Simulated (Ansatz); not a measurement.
Stepwise reaction of `N[Si](N)([SiH3])[SiH3]` with hydrogen chloride, as a gas-phase model of exchange steps in deposition or etching. ΔE in kJ/mol.

Calculated with Ansatz (gas phase, PBE0-D4/def2-TZVP geometries, no zero-point term in ΔE). CCSD(T)/CBS is the MP2 limit (def2-TZVPP, def2-QZVPP) plus CCSD(T) − MP2 in def2-TZVPP, frozen cores. This one scheme is used for every species. DFT in def2-TZVPP. B3LYP here is the variant with VWN-RPA as its local correlation; programs differ in this. Each species was taken in one conformer, which may not be the lowest.

| step | reaction | PBE-D4 | B3LYP-D4 | ωB97M-V | CCSD(T)/CBS |
| --- | --- | --- | --- | --- | --- |
| 1 | `N[Si](N)([SiH3])[SiH3]` + HCl → `N[Si](N)([SiH3])Cl` + SiH₄ | -110.2 | -125.6 | -133.3 | -126.6 |
| 2 | `N[Si](N)([SiH3])Cl` + HCl → `N[Si](N)(Cl)Cl` + SiH₄ | -99.2 | -113.0 | -121.7 | -114.4 |

Question: By hand: ΔE of the 2 steps together at CCSD(T)/CBS.

Answer: (-126.6) + (-114.4) = -241.0 kJ/mol, or -120.5 kJ/mol a step.

In ΔE each step is higher than the one before. All are downhill at CCSD(T)/CBS. PBE-D4 differs from CCSD(T)/CBS by 15.2 to 16.4 kJ/mol a step. Isolated molecules leave out the surface, adducts and barriers. Largest T1 diagnostic: 0.013.
